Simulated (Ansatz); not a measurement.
`C[Si](C)(C)C#Cc1cnc(-c2cnc(-c3cnc(-c4cnc(C#C[Si](C)(C)C)s4)s3)s2)s1`. The state is a triplet with charge 0. Geometry r2SCAN-D4/def2-SVP, that of the neutral singlet; atoms count from 1.

Cartesian coordinates in Å:
```
C -2.8401 0.0311 11.0967
Si -1.6911 -1.3759 10.6205
C -0.0509 -1.2257 11.5238
C -2.4889 -3.0382 10.9772
C -1.3733 -1.2624 8.8042
C -1.1630 -1.1752 7.5948
C -0.9254 -1.0689 6.2170
C -1.0453 0.0440 5.3872
N -0.7485 -0.1403 4.0840
C -0.3886 -1.3843 3.8388
C -0.0158 -1.8744 2.5412
C 0.3812 -3.1470 2.1427
N 0.6721 -3.3045 0.8365
C 0.5148 -2.1729 0.1730
C 0.7584 -2.0625 -1.2402
C 1.1784 -3.0877 -2.0850
N 1.3456 -2.7629 -3.3812
C 1.0691 -1.4935 -3.6042
C 1.1643 -0.8809 -4.9025
C 1.5529 -1.5206 -6.0792
N 1.5754 -0.7642 -7.1929
C 1.2117 0.4789 -6.9420
C 1.1285 1.5220 -7.8824
C 1.0529 2.4380 -8.6989
Si 0.9658 3.7655 -9.9857
C 0.3955 2.9694 -11.5867
C 2.6822 4.5011 -10.1807
C -0.2566 5.0676 -9.4079
S 0.8113 0.7796 -5.2452
S 0.5681 -0.6057 -2.1682
S -0.0157 -0.8201 1.1579
S -0.3973 -2.4288 5.2503
H -3.0567 0.0061 12.1778
H -3.7984 -0.0362 10.5574
H -2.3903 1.0097 10.8646
H 0.6406 -2.0322 11.2321
H 0.4406 -0.2647 11.3036
H -0.2024 -1.2874 12.6146
H -1.8324 -3.8697 10.6749
H -3.4432 -3.1485 10.4380
H -2.6941 -3.1446 12.0556
H -1.3616 1.0240 5.7513
H 0.4643 -3.9979 2.8251
H 1.3652 -4.1023 -1.7274
H 1.8263 -2.5772 -6.1099
H -0.6010 2.5136 -11.4738
H 0.3371 3.7198 -12.3929
H 1.0927 2.1793 -11.9079
H 2.6771 5.2925 -10.9490
H 3.4113 3.7347 -10.4880
H 3.0375 4.9464 -9.2378
H -0.3359 5.8775 -10.1524
H -1.2615 4.6393 -9.2663
H 0.0573 5.5173 -8.4524
```

Single mean-field runs in def2-SVP are fitted with def2-universal-jkfit. At PBE0-D4/def2-SVP a singlet of charge 0 lies 1.89 eV below the triplet at the same geometry.

**Question.** Estimate the Mulliken populations of the heavy atoms from the PBE0/def2-SVP orbitals of Ansatz.

**Answer.** 
```json
{"atom": "C1", "charge (e)": "-0.32", "spin (α − β)": "0.00"}
{"atom": "Si2", "charge (e)": "0.52", "spin (α − β)": "0.00"}
{"atom": "C3", "charge (e)": "-0.32", "spin (α − β)": "0.00"}
{"atom": "C4", "charge (e)": "-0.32", "spin (α − β)": "0.00"}
{"atom": "C5", "charge (e)": "-0.39", "spin (α − β)": "0.12"}
{"atom": "C6", "charge (e)": "0.16", "spin (α − β)": "-0.08"}
{"atom": "C7", "charge (e)": "-0.19", "spin (α − β)": "0.16"}
{"atom": "C8", "charge (e)": "0.14", "spin (α − β)": "-0.06"}
{"atom": "N9", "charge (e)": "-0.16", "spin (α − β)": "0.11"}
{"atom": "C10", "charge (e)": "-0.05", "spin (α − β)": "-0.07"}
{"atom": "C11", "charge (e)": "-0.11", "spin (α − β)": "0.28"}
{"atom": "C12", "charge (e)": "0.09", "spin (α − β)": "-0.03"}
{"atom": "N13", "charge (e)": "-0.16", "spin (α − β)": "0.13"}
{"atom": "C14", "charge (e)": "-0.06", "spin (α − β)": "0.07"}
{"atom": "C15", "charge (e)": "-0.10", "spin (α − β)": "0.23"}
{"atom": "C16", "charge (e)": "0.12", "spin (α − β)": "0.22"}
{"atom": "N17", "charge (e)": "-0.15", "spin (α − β)": "-0.03"}
{"atom": "C18", "charge (e)": "-0.05", "spin (α − β)": "0.31"}
{"atom": "C19", "charge (e)": "-0.11", "spin (α − β)": "-0.06"}
{"atom": "C20", "charge (e)": "0.11", "spin (α − β)": "0.26"}
{"atom": "N21", "charge (e)": "-0.13", "spin (α − β)": "-0.10"}
{"atom": "C22", "charge (e)": "-0.11", "spin (α − β)": "0.26"}
{"atom": "C23", "charge (e)": "0.23", "spin (α − β)": "-0.13"}
{"atom": "C24", "charge (e)": "-0.40", "spin (α − β)": "0.21"}
{"atom": "Si25", "charge (e)": "0.52", "spin (α − β)": "-0.01"}
{"atom": "C26", "charge (e)": "-0.32", "spin (α − β)": "0.00"}
{"atom": "C27", "charge (e)": "-0.32", "spin (α − β)": "0.01"}
{"atom": "C28", "charge (e)": "-0.32", "spin (α − β)": "0.00"}
{"atom": "S29", "charge (e)": "0.14", "spin (α − β)": "0.01"}
{"atom": "S30", "charge (e)": "0.12", "spin (α − β)": "0.07"}
{"atom": "S31", "charge (e)": "0.18", "spin (α − β)": "0.08"}
{"atom": "S32", "charge (e)": "0.15", "spin (α − β)": "0.05"}
```
Mulliken values depend strongly on the basis.

**Question.** Where does the spin sit?

**Answer.** Summed by element: C 1.71, Si -0.01, N 0.10, S 0.22, H -0.02, of 2 unpaired in all. Largest on single atoms: C18 0.31, C11 0.28, C20 0.26.

**Question.** And the Mayer bond orders between heavy atoms (over 0.3)?

**Answer.** C1–Si2 1.03 (1.88 Å); Si2–C3 1.03 (1.88 Å); Si2–C4 1.03 (1.88 Å); Si2–C5 0.83 (1.85 Å); C5–C6 2.70 (1.23 Å); C6–C7 1.07 (1.40 Å); C7–C8 1.41 (1.39 Å); C7–S32 1.11 (1.75 Å); C8–N9 1.41 (1.35 Å); N9–C10 1.59 (1.32 Å); C10–C11 1.22 (1.44 Å); C10–S32 1.08 (1.76 Å); C11–C12 1.29 (1.39 Å); C11–S31 1.13 (1.74 Å); C12–N13 1.53 (1.35 Å); N13–C14 1.47 (1.32 Å); C14–C15 1.33 (1.44 Å); C14–S31 1.03 (1.76 Å); C15–C16 1.18 (1.39 Å); C15–S30 1.10 (1.74 Å); C16–N17 1.55 (1.35 Å); N17–C18 1.48 (1.32 Å); C18–C19 1.27 (1.44 Å); C18–S30 1.00 (1.76 Å); C19–C20 1.30 (1.39 Å); C19–S29 1.11 (1.73 Å); C20–N21 1.44 (1.35 Å); N21–C22 1.56 (1.32 Å); C22–C23 1.02 (1.41 Å); C22–S29 1.05 (1.77 Å); C23–C24 2.68 (1.23 Å); C24–Si25 0.82 (1.85 Å); Si25–C26 1.03 (1.88 Å); Si25–C27 1.03 (1.88 Å); Si25–C28 1.03 (1.88 Å).
